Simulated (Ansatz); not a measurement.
Cost and result for the atomization energy of H5NO2Si, SMILES `N[SiH](O)O` (9 atoms, 8 bonds).

```
atom   x (Å)   y (Å)   z (Å)
  N1   0.311   1.219   0.003
 Si2  -0.486  -0.298  -0.036
  O3  -0.194  -1.033   1.400
  O4   0.045  -1.088  -1.371
  H5   0.363   1.776  -0.836
  H6   0.223   1.807   0.816
  H7  -1.955  -0.313  -0.161
  H8   0.706  -1.004   1.730
  H9   0.987  -1.065  -1.545
```

Charge 0, multiplicity 1. The geometry is a stationary point of PBE0-D4/def2-TZVP. It is one conformer, not always the lowest. Program: Ansatz. Hardware: A = 2 threads of an AMD EPYC 7R13 on a shared host; B = 2 threads of an AMD EPYC 7R13 on a shared host and a share of an NVIDIA H100 80 GB. Times are those of one run each, without the atoms' runs, and a repeat can differ threefold. Electronic energies, without spin–orbit coupling; frozen cores. CCSD(T)/CBS extrapolates def2-TZVPP and def2-QZVPP, and its time is that of the two runs behind it. T1 = 0.011. B3LYP takes the VWN-RPA correlation (the form of Gaussian; ORCA's B3LYP/G). HSE06 is the plane-wave form, built on full-range PBE exchange.

CCSD(T)/CBS is a level of theory with its own doubt, some kJ/mol a heavy atom from the limit and from the frozen cores, so smaller differences don't rank the functionals.

| level | functions | wall time | atomization (kJ/mol) | difference from CCSD(T)/CBS | per bond |
| --- | --- | --- | --- | --- | --- |
| LDA (SPW92)/def2-TZVPP [A] | 205 | 1 s | 3865.3 | 469.5 | 58.7 |
| revPBE-D4/def2-TZVPP [A] | 205 | 1.5 s | 3313.3 | -82.5 | -10.3 |
| BLYP-D4/def2-TZVPP [A] | 205 | 1.5 s | 3375.0 | -20.8 | -2.6 |
| CCSD(T)/def2-TZVPP [B] | 205 | 2 s | 3281.2 | -114.6 | -14.3 |
| PBE0-D4/def2-TZVPP [A] | 205 | 2.4 s | 3328.7 | -67.1 | -8.4 |
| HSE06-D4/def2-TZVPP [A] | 205 | 2.5 s | 3331.5 | -64.3 | -8.0 |
| CAM-B3LYP-D4/def2-TZVPP [A] | 205 | 2.6 s | 3395.0 | -0.8 | -0.1 |
| B3LYP-D4/def2-TZVPP (with forces) [A] | 205 | 2.9 s | 3367.2 | -28.6 | -3.6 |
| CCSD(T)/def2-SVP [A] | 85 | 3.2 s | 3069.6 | -326.2 | -40.8 |
| PBE-QIDH/def2-TZVPP [A] | 205 | 4.7 s | 3316.3 | -79.5 | -9.9 |
| ωB97M-V/def2-TZVPP (with forces) [A] | 205 | 7 s | 3390.1 | -5.7 | -0.7 |
| CCSD(T)/def2-QZVPP [B] | 391 | 16 s | 3350.4 | -45.4 | -5.7 |
| CCSD(T)/CBS(def2) | – | 17 s | 3395.8 | 0.0 | 0.0 |

From PBE to PBE0 (25 % exact exchange), in def2-TZVPP and without D4, the atomization energy moves by −75.5 kJ/mol: exact exchange takes away binding that semilocal exchange gives to molecules. In def2-TZVPP, CCSD(T) changes the Hartree–Fock value by +939.3 kJ/mol (the triples alone add +49.4 kJ/mol) and MP2 by +1011.7 kJ/mol; breaking electron pairs costs correlation energy, which Hartree–Fock lacks. At CCSD(T), def2-SVP lies −326.2 kJ/mol from the extrapolated value and def2-TZVPP −114.6 kJ/mol: correlation converges slowly with the basis, and small sets miss more of it in the bonded molecule than in its fragments.
